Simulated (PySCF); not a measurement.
Compound: fac-MoCl3(NH3)3 (quartet state).
Bonds: Mo1–Cl2, Mo1–N3, Mo1–Cl7, Mo1–N8, Mo1–Cl12, Mo1–N13. Hydrogens: H4, H5, H6 on N3; H9, H10, H11 on N8; H14, H15, H16 on N13.

Method: PySCF, PBE0-D3(BJ)/def2-SVP geometry optimisation, gas phase, def2 core potentials past Kr; unrestricted, density fitting, grid level 1; the optimiser is geomeTRIC in internal coordinates, started from a GFN2-xTB structure with every atom displaced at random (about 0.03 Å).

Geometry at step 3:
```
atom  x, y, z in Å
Mo1     0.4057    0.3886    0.4145
Cl2     0.2009    0.1556    2.8055
N3      0.4967    0.5671   -1.8248
H4      0.2923    1.5568   -2.0010
H5     -0.0199    0.0024   -2.4969
H6      1.4987    0.4268   -1.9852
Cl7     2.7965    0.1321    0.1847
N8     -1.8257    0.5351    0.5098
H9     -2.0192    0.3611    1.5012
H10    -2.4580   -0.0250   -0.0592
H11    -2.0059    1.5287    0.3323
Cl12    0.2190    2.7830    0.2197
N13     0.5278   -1.8591    0.5510
H14    -0.0107   -2.5188   -0.0113
H15     0.3443   -2.0376    1.5422
H16     1.5232   -2.0307    0.3841
```

**Question.** What forces act on the atoms?

**Answer.** 
```csv
atom,Fx (eV/Å),Fy (eV/Å),Fz (eV/Å)
Mo1,0.098,0.000,0.049
Cl2,-0.061,-0.004,-0.053
N3,0.021,0.012,-0.062
H4,0.077,-0.046,0.049
H5,-0.035,-0.060,0.044
H6,0.053,0.050,-0.045
Cl7,-0.055,0.020,-0.052
N8,-0.026,0.029,0.065
H9,-0.031,0.022,-0.015
H10,-0.007,-0.020,0.007
H11,0.011,-0.025,0.036
Cl12,-0.035,-0.003,-0.002
N13,-0.098,-0.053,-0.149
H14,-0.013,0.074,0.032
H15,0.039,-0.007,0.038
H16,0.061,0.011,0.057
```

The largest, 0.19 eV/Å, acts on N13; the rms over all components is 0.049 eV/Å. The forces sum to zero within rounding, as they must for an isolated molecule in no field.

**Question.** Give the force on N13 in Eh/bohr and in nN.

**Answer.** 0.186 eV/Å ÷ 51.422 = 0.00362 Eh/bohr, and 0.186 eV/Å × 1.602 = 0.30 nN.

**Question.** How far is this geometry from the end of the optimisation?

**Answer.** 0.008 eV above it, and 0.039 Å rms away after alignment. The bonds farthest from their final lengths, with half the difference of the two atoms' forces along the bond (positive lengthens):

| bond | now (Å) | final (Å) | force along bond (eV/Å) |
| --- | --- | --- | --- |
| Mo1–N8 | 2.238 | 2.249 | +0.06 |
| Mo1–N13 | 2.255 | 2.250 | +0.02 |
| Mo1–Cl7 | 2.416 | 2.410 | -0.07 |
| N13–H14 | 1.020 | 1.019 | -0.11 |

The angle farthest from its final value is Mo1–N3–H5, 126.3° against 124.3°.

The cost below is that of the whole optimisation. Time: 3.1 min of wall time; peak memory 0.98 GiB. Hardware: one thread, AMD EPYC 9R45 (x86_64), no GPU, shared host with 96 logical CPUs at a one-minute load of 17.
